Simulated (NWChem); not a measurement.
System: BeGeH₄Se; SMILES [GeH3][Be][SeH]

Input file for NWChem:

```
start job
memory heap 200 mb stack 900 mb global 1100 mb
geometry units angstroms noautosym nocenter noautoz
  Be    -0.003564     0.098767     0.000392
  Se    -0.090190     2.137964     0.008251
  H      1.353076     2.190595    -0.290772
  Ge     0.060520    -2.098680    -0.001418
  H      0.478544    -2.683031    -1.368460
  H      1.051939    -2.667432     1.037215
  H     -1.315639    -2.717489     0.330822
end
basis spherical
  * library 6-31g*
end
dft
  xc xcamb88 1.00 lyp 0.81 vwn_5 0.19 hfexch 1.00
  cam 0.33 cam_alpha 0.19 cam_beta 0.46
  iterations 150
end
property
  efieldgrad
end
task dft property
```

Geometry: optimised at PBE0/def2-SVP.

Vzz is the largest principal value of the second derivative of the potential at the nucleus (NWChem prints the opposite sign); η is the asymmetry. Non-relativistic.

Atoms are numbered as in the input.

Question: Give the results of this calculation. (CAM-B3LYP/6-31G* (spherical d).) Quantities: Vzz Be1 (a.u.); η Be1; Vzz Se2 (a.u.); η Se2; Vzz Ge4 (a.u.); η Ge4.

Answer: 
- Vzz Be1 (a.u.) = -0.196
- η Be1 = 0.23
- Vzz Se2 (a.u.) = 3.596
- η Se2 = 0.60
- Vzz Ge4 (a.u.) = -0.453
- η Ge4 = 0.01
